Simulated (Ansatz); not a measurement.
Harmonic frequencies (cm⁻¹) at PBE0-D4/def2-TZVP from Ansatz: 249, 470, 537, 580, 666, 713, 810, 820, 832, 979, 1060, 1244, 2254, 2264, 2682.

Question: Which molecule is it?
A. `[F][SnH2][AsH2]`
B. `B1O[SiH2]S1`
C. `N=C1C[AsH]1`
D. `S[SiH]1BO1`

Answer: B.
